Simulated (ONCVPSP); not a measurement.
# Pseudopotential generation for bromine (Br): ONCV, PBEsol, fully relativistic.

Input for ONCVPSP 4.0.1:

```
# ATOM AND REFERENCE CONFIGURATION
# atsym  z   nc   nv     iexc    psfile
  Br 35.00    3    5  -116133      upf
#
#   n    l    f
    1    0    2.00
    2    0    2.00
    2    1    6.00
    3    0    2.00
    3    1    6.00
    3    2   10.00
    4    0    2.00
    4    1    4.50
#
# PSEUDOPOTENTIAL AND OPTIMIZATION
# lmax
    2
#
#   l,   rc,      ep,       ncon, nbas, qcut
    0    0.85    0.00    4    8   13.50
    1    0.75    0.00    3    7   20.90
    2    0.95    0.00    4    9   17.20
#
# LOCAL POTENTIAL
# lloc, lpopt,  rc(5),   dvloc0
    4    5    0.55    2.00
#
# VANDERBILT-KLEINMAN-BYLANDER PROJECTORs
# l, nproj, debl
    0    2    3.20
    1    2    3.50
    2    2    2.60
#
# MODEL CORE CHARGE
# icmod, fcfact, rcfact
    3    5.75    1.15
#
# LOG DERIVATIVE ANALYSIS
# epsh1, epsh2, depsh
  -10.00    5.00    0.04
#
# OUTPUT GRID
# rlmax, drl
    6.00    0.01
#
# TEST CONFIGURATIONS
# ncnf
    4
# nvcnf
#   n    l    f
    5
    3    0    2.00
    3    1    6.00
    3    2   10.00
    4    0    2.00
    4    1    5.00
#
    5
    3    0    2.00
    3    1    6.00
    3    2   10.00
    4    0    2.00
    4    1    4.00
#
    5
    3    0    2.00
    3    1    6.00
    3    2   10.00
    4    0    2.00
    4    1    3.00
#
    5
    3    0    2.00
    3    1    6.00
    3    2   10.00
    4    0    1.00
    4    1    5.00
#
```

Command:

```bash
oncvpspr.x < Br.dat > Br.out
```

Resulting log (shortened: citation, most of the input echo, consistency checks and plot data are left out):

```
ONCVPSP  (Optimized Norm-Conservinng Vanderbilt PSeudopotential)
relativistic version 4.0.1

#   n    l    f        energy (Ha)
    1    0    2.00    -4.8908917D+02
    2    0    2.00    -6.3810935D+01
    2    1    6.00    -5.5752289D+01    -5.7495959D+01
    3    0    2.00    -8.9266869D+00
    3    1    6.00    -6.4807619D+00    -6.7319481D+00
    3    2   10.00    -2.6317299D+00    -2.6716312D+00
    4    0    2.00    -9.2205120D-01
    4    1    4.50    -4.5297164D-01    -4.7269552D-01

Reference configufation results
  iterations    24
  all-electron total energy (Ha)   -2.60468081D+03

Begin loop to  construct optimized pseudo wave functions
and semi-local pseudopoentials for all angular momenta

Calculating optimized projector #   1

 for l=   0

    Fraction of norm inside rc  0.917368
    Optimizing pswf for qcut=  13.48 a_B^-1,  ecut=  90.92 Ha
    Residual kinetic energy error=  3.85D-05 Ha

    Energy error per electron        Cutoff
         Ha          eV             Ha
         0.01000     0.27211       59.02
         0.00100     0.02721       73.69
         0.00010     0.00272       85.28
         0.00001     0.00027      212.34

Calculating optimized projector #   2

 for l=   0

    Fraction of norm inside rc  0.059054
    Optimizing pswf for qcut=  13.48 a_B^-1,  ecut=  90.92 Ha
    Residual kinetic energy error=  3.48D-05 Ha

    Energy error per electron        Cutoff
         Ha          eV             Ha
         0.01000     0.27211       50.89
         0.00100     0.02721       70.54
         0.00010     0.00272       84.55
         0.00001     0.00027      130.96

Calculating optimized projector #   1

 for l=   1

    Fraction of norm inside rc  0.809970
    Optimizing pswf for qcut=  20.93 a_B^-1,  ecut= 218.95 Ha
    Residual kinetic energy error=  1.05D-07 Ha

    Energy error per electron        Cutoff
         Ha          eV             Ha
         0.01000     0.27211       58.11
         0.00100     0.02721      122.34
         0.00010     0.00272      155.21
         0.00001     0.00027      179.00

Calculating optimized projector #   2

 for l=   1

    Fraction of norm inside rc  0.035088
    Optimizing pswf for qcut=  20.93 a_B^-1,  ecut= 218.95 Ha
    Residual kinetic energy error=  9.37D-09 Ha

    Energy error per electron        Cutoff
         Ha          eV             Ha
         0.01000     0.27211       45.51
         0.00100     0.02721       61.62
         0.00010     0.00272      129.59
         0.00001     0.00027      161.76

Calculating optimized projector #   1

 for l=   1

    Fraction of norm inside rc  0.823393
    Optimizing pswf for qcut=  20.93 a_B^-1,  ecut= 218.95 Ha
    Residual kinetic energy error=  1.01D-07 Ha

    Energy error per electron        Cutoff
         Ha          eV             Ha
         0.01000     0.27211       60.10
         0.00100     0.02721      117.65
         0.00010     0.00272      153.35
         0.00001     0.00027      177.70

Calculating optimized projector #   2

 for l=   1

    Fraction of norm inside rc  0.035450
    Optimizing pswf for qcut=  20.93 a_B^-1,  ecut= 218.95 Ha
    Residual kinetic energy error=  9.50D-09 Ha

    Energy error per electron        Cutoff
         Ha          eV             Ha
         0.01000     0.27211       47.70
         0.00100     0.02721       63.57
         0.00010     0.00272      126.52
         0.00001     0.00027      160.65

WARNING wellstate: negative energy specified for n= 4 l=  2
WARNING scattering state with energy  0.25000000
WARNING will be used for the first projector

   Wellstate for l =  2  n =  4 kap= -3
     eigenvalue =   0.2500
     asymptotic potential =   0.7500
     half-point radius =  3.6537

Calculating optimized projector #   1

 for l=   2

    Fraction of norm inside rc  0.890426
    Optimizing pswf for qcut=  17.22 a_B^-1,  ecut= 148.26 Ha
    Residual kinetic energy error=  3.36D-06 Ha

    Energy error per electron        Cutoff
         Ha          eV             Ha
         0.01000     0.27211      104.17
         0.00100     0.02721      120.20
         0.00010     0.00272      132.51
         0.00001     0.00027      142.37

Calculating optimized projector #   2

 for l=   2

    Fraction of norm inside rc  0.027743
    Optimizing pswf for qcut=  17.22 a_B^-1,  ecut= 148.26 Ha
    Residual kinetic energy error=  1.11D-06 Ha

    Energy error per electron        Cutoff
         Ha          eV             Ha
         0.01000     0.27211       84.52
         0.00100     0.02721      106.66
         0.00010     0.00272      123.86
         0.00001     0.00027      136.93

   Wellstate for l =  2  n =  4 kap=  2
     eigenvalue =  -0.0716

Calculating optimized projector #   1

 for l=   2

    Fraction of norm inside rc  0.893241
    Optimizing pswf for qcut=  17.22 a_B^-1,  ecut= 148.26 Ha
    Residual kinetic energy error=  3.45D-06 Ha

    Energy error per electron        Cutoff
         Ha          eV             Ha
         0.01000     0.27211      104.38
         0.00100     0.02721      120.09
         0.00010     0.00272      132.63
         0.00001     0.00027      142.49

Calculating optimized projector #   2

 for l=   2

    Fraction of norm inside rc  0.027567
    Optimizing pswf for qcut=  17.22 a_B^-1,  ecut= 148.26 Ha
    Residual kinetic energy error=  1.16D-06 Ha

    Energy error per electron        Cutoff
         Ha          eV             Ha
         0.01000     0.27211       84.55
         0.00100     0.02721      106.89
         0.00010     0.00272      124.06
         0.00001     0.00027      137.11

Construct Vanderbilt / Kleinmman-Bylander projectors

B matrix Hermiticity error, ll=  0  kap= -1
   1   2    2.1858D-03

  Orthonormal projector coefficients  3.7542E+01  5.8517E+00

B matrix Hermiticity error, ll=  1  kap= -2
   1   2    1.2945D-03

  Orthonormal projector coefficients  1.9152E+01  2.6693E+00

B matrix Hermiticity error, ll=  1  kap=  1
   1   2    1.3809D-03

  Orthonormal projector coefficients  1.8280E+01  2.5897E+00

B matrix Hermiticity error, ll=  2  kap= -3
   1   2    3.9068D-04

  Orthonormal projector coefficients -1.2235E+01 -5.6225E+00

B matrix Hermiticity error, ll=  2  kap=  2
   1   2    3.9667D-04

  Orthonormal projector coefficients -1.2348E+01 -5.6691E+00

 Orthonormal scalar projector coefficients, l =  1
  1.8859E+01  2.6449E+00  4.6665E-04  1.7132E-05

 Orthonormal spin-orbit projector coefficients, l =  1
  7.0792E-01 -1.1145E-01  3.8198E-02 -5.2927E-04

 Orthonormal scalar projector coefficients, l =  2
 -1.2280E+01 -5.6411E+00 -1.3704E-05 -1.6844E-06

 Orthonormal spin-orbit projector coefficients, l =  2
  4.7189E-02  1.9247E-02 -2.1664E-03 -3.6121E-04

Model core correction analysis
  based on d2Exc/dn_idn_j

d2excae - all-electron derivatives

   -3.747680D-02   -3.547157D-02   -3.027140D-02   -3.139081D-03
   -1.864495D-03
   -3.547161D-02   -3.511100D-02   -3.002587D-02   -3.518619D-03
   -2.150161D-03
   -3.027147D-02   -3.002591D-02   -3.124350D-02   -4.835186D-03
   -2.904180D-03
   -3.139074D-03   -3.518598D-03   -4.835112D-03   -2.361625D-02
   -1.954882D-02
   -1.864502D-03   -2.150164D-03   -2.904170D-03   -1.954898D-02
   -1.911549D-02

d2excps - pseudofunction derivatives with no core correction

   -5.505657D-02   -4.910754D-02   -4.448746D-02   -5.046328D-03
   -2.793340D-03
   -4.910820D-02   -4.783325D-02   -4.482032D-02   -4.879854D-03
   -2.947801D-03
   -4.448777D-02   -4.482038D-02   -4.325912D-02   -6.360759D-03
   -3.896803D-03
   -5.046407D-03   -4.879796D-03   -6.360561D-03   -3.100322D-02
   -2.562777D-02
   -2.793424D-03   -2.947817D-03   -3.896785D-03   -2.562808D-02
   -2.527557D-02

rms 2nd derivative error    8.980323E-03

rmatch, rhocmatch    0.2731  181.7791

Teter function model core charge with specified parameters

d2excps - pseudofunction derivatives with core correction

   -4.713907D-02   -4.628070D-02   -4.348436D-02   -4.053512D-03
   -2.530813D-03
   -4.628069D-02   -4.622377D-02   -4.404033D-02   -4.533593D-03
   -2.803149D-03
   -4.348438D-02   -4.404036D-02   -4.275444D-02   -6.243401D-03
   -3.830204D-03
   -4.053471D-03   -4.533524D-03   -6.243203D-03   -3.087856D-02
   -2.559550D-02
   -2.530827D-03   -2.803160D-03   -3.830185D-03   -2.559581D-02
   -2.526250D-02

rms 2nd derivative error    7.745474E-03

Pseudoatom total energy -409.047927

Diagnostic tests using Vanderbilt-Kleinman-Bylander pseudopotentials
  relativistic with J = L +/- 1/2 projectors

   l  kap   rcore       rmatch      e in        delta e    norm test   slope test

   0  -1   0.8511195   0.8769613  -8.9266869   0.0000105   1.0003813   1.0003755
   0  -1   0.8511195   0.8769613  -0.9220512   0.0000601   1.0001409   1.0001163

   1  -2   0.7506421   0.7734332  -6.4807619  -0.0000742   1.0003415   1.0004426
   1   1   0.7506421   0.7734332  -6.7319481   0.0000469   1.0003676   1.0003951
   1  -2   0.7506421   0.7734332  -0.4529716   0.0000463   1.0002931   1.0001947
   1   1   0.7506421   0.7734332  -0.4726955   0.0001089   1.0003774   1.0003024

   2  -3   0.9535691   0.9825215  -2.6317299  -0.0000503   1.0002731   1.0003449
   2   2   0.9535691   0.9825215  -2.6716312  -0.0000116   1.0003038   1.0002986
   2  -3   0.9535691   0.9825215   0.2500000   0.0000315   1.0005185   1.0005185
   2   2   0.9535691   0.9825215   0.2478443   0.0000492   1.0005116   1.0005116

Diagnostic tests using Vanderbilt-Kleinman-Bylander pseudopotentials
  relativistic with scalar and spin-orbit non-local projectors

   l  kap   rcore       rmatch      e in        delta e    norm test   slope test

   0  -1   0.8511195   0.8769613  -8.9266869   0.0000105   1.0003813   1.0003755
   0  -1   0.8511195   0.8769613  -0.9220512   0.0000601   1.0001409   1.0001163

   1  -2   0.7506421   0.7734332  -6.4807619  -0.0001706   1.0003422   1.0004276
   1   1   0.7506421   0.7734332  -6.7319481  -0.0000871   1.0003660   1.0003731
   1  -2   0.7506421   0.7734332  -0.4529716   0.0000444   1.0002705   1.0001924
   1   1   0.7506421   0.7734332  -0.4726955   0.0001072   1.0003613   1.0003005

   2  -3   0.9535691   0.9825215  -2.6317299  -0.0000477   1.0002729   1.0003454
   2   2   0.9535691   0.9825215  -2.6716312  -0.0000091   1.0003036   1.0002991
   2  -3   0.9535691   0.9825215   0.2500000   0.0000336   1.0005187   1.0005187
   2   2   0.9535691   0.9825215   0.2478443   0.0000512   1.0005119   1.0005119

Ghost test for J = L + 1/2

 Testing for bound ghosts
   n   l    E NL Schr. Eq   E Basis Diag.   E Cutoff

   1   0       -8.926676       -8.926671    364.14
   2   0       -0.921991       -0.681507    364.14

   2   1       -6.480836       -6.480548    395.73
   3   1       -0.452925        0.313283    395.73

   3   2       -2.631780       -2.631504    488.48

 Testing for highly-localized positive-energy ghosts
       l    <radius>/rc     E Basis Diag.   E Cutoff

       0        0.977745       31.062993    364.14  WARNING - GHOST(+)

Ghost test for J = L - 1/2

 Testing for bound ghosts
   n   l    E NL Schr. Eq   E Basis Diag.   E Cutoff

   1   0       -8.926676       -8.926671    364.14
   2   0       -0.921991       -0.681507    364.14

   2   1       -6.731901       -6.731669    395.73
   3   1       -0.472587        0.257219    395.73

   3   2       -2.671643       -2.671385    488.48

 Testing for highly-localized positive-energy ghosts
       l    <radius>/rc     E Basis Diag.   E Cutoff

       0        0.977745       31.062993    364.14  WARNING - GHOST(+)

Test configuration 0

   n   l kap    f        eae           eps        diff
   1   0  -1  2.0000 -489.08916918
   2   0  -1  2.0000  -63.81093508
   2   1  -2  4.0000  -55.75228950
   2   1   1  2.0000  -57.49595888
   3   0  -1  2.0000   -8.92668692   -8.92667639    1.05E-05
   3   1  -2  4.0000   -6.48076192   -6.48083607   -7.42E-05
   3   1   1  2.0000   -6.73194813   -6.73190120    4.69E-05
   3   2  -3  6.0000   -2.63172989   -2.63178016   -5.03E-05
   3   2   2  4.0000   -2.67163119   -2.67164283   -1.16E-05
   4   0  -1  2.0000   -0.92205120   -0.92199111    6.01E-05
   4   1  -2  3.0000   -0.45297164   -0.45292532    4.63E-05
   4   1   1  1.5000   -0.47269552   -0.47258660    1.09E-04

    Total energies and differences
      AE_ref= -2.60468081E+03  AE_tst= -2.60468081E+03  dif=  0.00E+00
      PS_ref= -4.09047927E+02  PS_tst= -4.09047927E+02  dif=  1.93E-12
      PSP excitation error= -1.93E-12

Test configuration 1

   n   l kap    f        eae           eps        diff
   1   0  -1  2.0000 -488.88942254
   2   0  -1  2.0000  -63.61252041
   2   1  -2  4.0000  -55.55370205
   2   1   1  2.0000  -57.29734367
   3   0  -1  2.0000   -8.72917112   -8.72913467    3.65E-05
   3   1  -2  4.0000   -6.28328870   -6.28337409   -8.54E-05
   3   1   1  2.0000   -6.53444827   -6.53441181    3.65E-05
   3   2  -3  6.0000   -2.43449231   -2.43456572   -7.34E-05
   3   2   2  4.0000   -2.47437745   -2.47441354   -3.61E-05
   4   0  -1  2.0000   -0.73966798   -0.73961937    4.86E-05
   4   1  -2  3.3333   -0.28270786   -0.28267521    3.26E-05
   4   1   1  1.6667   -0.30108506   -0.30099399    9.11E-05

    Total energies and differences
      AE_ref= -2.60468081E+03  AE_tst= -2.60486736E+03  dif= -1.87E-01
      PS_ref= -4.09047927E+02  PS_tst= -4.09234449E+02  dif= -1.87E-01
      PSP excitation error= -2.99E-05

Test configuration 2

   n   l kap    f        eae           eps        diff
   1   0  -1  2.0000 -489.30741044
   2   0  -1  2.0000  -64.02711864
   2   1  -2  4.0000  -55.96873267
   2   1   1  2.0000  -57.71244441
   3   0  -1  2.0000   -9.14145777   -9.14150903   -5.13E-05
   3   1  -2  4.0000   -6.69545890   -6.69553183   -7.29E-05
   3   1   1  2.0000   -6.94668855   -6.94664273    4.58E-05
   3   2  -3  6.0000   -2.84606441   -2.84609004   -2.56E-05
   3   2   2  4.0000   -2.88599067   -2.88597575    1.49E-05
   4   0  -1  2.0000   -1.11700042   -1.11693148    6.89E-05
   4   1  -2  2.6667   -0.63526902   -0.63520882    6.02E-05
   4   1   1  1.3333   -0.65638216   -0.65625504    1.27E-04

    Total energies and differences
      AE_ref= -2.60468081E+03  AE_tst= -2.60440581E+03  dif=  2.75E-01
      PS_ref= -4.09047927E+02  PS_tst= -4.08772966E+02  dif=  2.75E-01
      PSP excitation error=  3.72E-05

Test configuration 3

   n   l kap    f        eae           eps        diff
   1   0  -1  2.0000 -489.79295132
   2   0  -1  2.0000  -64.50611110
   2   1  -2  4.0000  -56.44853276
   2   1   1  2.0000  -58.19237808
   3   0  -1  2.0000   -9.61587129   -9.61617187   -3.01E-04
   3   1  -2  4.0000   -7.16961549   -7.16972230   -1.07E-04
   3   1   1  2.0000   -7.42098990   -7.42098821    1.69E-06
   3   2  -3  6.0000   -3.31907889   -3.31904962    2.93E-05
   3   2   2  4.0000   -3.35908429   -3.35900849    7.58E-05
   4   0  -1  2.0000   -1.53796356   -1.53788735    7.62E-05
   4   1  -2  2.0000   -1.03001346   -1.02992536    8.81E-05
   4   1   1  1.0000   -1.05403083   -1.05386671    1.64E-04

    Total energies and differences
      AE_ref= -2.60468081E+03  AE_tst= -2.60356874E+03  dif=  1.11E+00
      PS_ref= -4.09047927E+02  PS_tst= -4.07935995E+02  dif=  1.11E+00
      PSP excitation error=  1.35E-04

Test configuration 4

   n   l kap    f        eae           eps        diff
   1   0  -1  2.0000 -489.36693648
   2   0  -1  2.0000  -64.08522126
   2   1  -2  4.0000  -56.02649849
   2   1   1  2.0000  -57.77019457
   3   0  -1  2.0000   -9.20015775   -9.20100935   -8.52E-04
   3   1  -2  4.0000   -6.75378889   -6.75436065   -5.72E-04
   3   1   1  2.0000   -7.00510008   -7.00562508   -5.25E-04
   3   2  -3  6.0000   -2.90328566   -2.90365492   -3.69E-04
   3   2   2  4.0000   -2.94326419   -2.94360454   -3.40E-04
   4   0  -1  1.0000   -1.14701137   -1.14699866    1.27E-05
   4   1  -2  3.3333   -0.65919331   -0.65915084    4.25E-05
   4   1   1  1.6667   -0.68094246   -0.68083379    1.09E-04

    Total energies and differences
      AE_ref= -2.60468081E+03  AE_tst= -2.60392816E+03  dif=  7.53E-01
      PS_ref= -4.09047927E+02  PS_tst= -4.08295277E+02  dif=  7.53E-01
      PSP excitation error=  4.90E-06
```

The run took about 7.3 s on one core of a shared server CPU.
